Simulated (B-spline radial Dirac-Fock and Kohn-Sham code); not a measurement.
ΔSCF core binding energies without Breit or QED terms, calculated with a B-spline atomic structure program.

A sound run for atomic bismuth, [Xe] 4f14 5d10 6s2 6p3: The ground state converged in 10 iterations, with total energy -21565.66964 Ha, virial ratio 1.85649 and highest orbital energy -7.11 eV. ΔSCF binding energies: K (1s) 91044.6 eV, L3 (2p3/2) 13467.2 eV, M5 (3d5/2) 2592.3 eV.

A second run, with one unsound setting: The ground state had not converged after 3 iterations, with total energy -21565.66666 Ha, virial ratio 1.85674 and highest orbital energy -7.16 eV. ΔSCF binding energies: K (1s) 91044.6 eV, L3 (2p3/2) 13467.2 eV, M5 (3d5/2) 2592.3 eV (not all states converged, so these are not final).

```
iter   energy (Ha)        error
   1   -21564.29938926  2.24e+00
   2   -21565.02800765  2.27e-01
   3   -21565.66665820  3.50e-02
```

**Question.** Which fault fits the second run best?
A. too few iterations
B. functional not served
C. nuclear radius in wrong units
D. speed of light below Z

**Answer.** A. The input had maxit = 3: maxit ends the run before self-consistency.
